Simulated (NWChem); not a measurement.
C3H7FSi; SMILES C[SiH](F)C=C

```xyz
12

Si     0.0337    -0.4659    -0.4346
C     -0.9049    -1.7921     0.5000
F      1.5678    -0.3708     0.1657
C     -0.7283     1.2264    -0.2144
C     -0.0539     2.2520     0.3442
H      0.1504    -0.8306    -1.8901
H     -1.9405    -1.8767     0.1096
H     -0.4173    -2.7818     0.3919
H     -0.9644    -1.5441     1.5789
H     -1.7707     1.3961    -0.5463
H      0.9884     2.1302     0.6861
H     -0.5055     3.2495     0.4843
```
Atoms are numbered in this order, from 1.

Computed with NWChem. Coordinates come from a PBE-D3(BJ)/def2-SVP optimisation. No frequency run checked for a minimum. Vertical excitations in the gas phase; the lowest state need not have the same character in each row.

```json
[
 {"level": "PBE/def2-SVP, TDA", "lowest excitation, singlet (eV)": "6.23", "oscillator strength of that lowest state": "0.022", "lowest state with f > 0.02, singlet (eV)": "6.23", "oscillator strength of that bright state": "0.022", "orbital gap (eV)": "5.32"},
 {"level": "B3LYP/def2-SVP, TDA", "lowest excitation, singlet (eV)": "6.68", "oscillator strength of that lowest state": "0.011", "lowest state with f > 0.02, singlet (eV)": "7.29", "oscillator strength of that bright state": "0.301", "orbital gap (eV)": "7.05"},
 {"level": "BHandHLYP/def2-SVP, TDA", "lowest excitation, singlet (eV)": "[?]", "oscillator strength of that lowest state": "0.009", "lowest state with f > 0.02, singlet (eV)": "[?]", "oscillator strength of that bright state": "[?]", "orbital gap (eV)": "[?]"}
]
```

Q: Some entries are withheld; supply them.

A: 
- BHandHLYP/def2-SVP, TDA, lowest excitation, singlet (eV): 7.16
- BHandHLYP/def2-SVP, TDA, lowest state with f > 0.02, singlet (eV): 7.84
- BHandHLYP/def2-SVP, TDA, oscillator strength of that bright state: 0.700
- BHandHLYP/def2-SVP, TDA, orbital gap (eV): 9.63
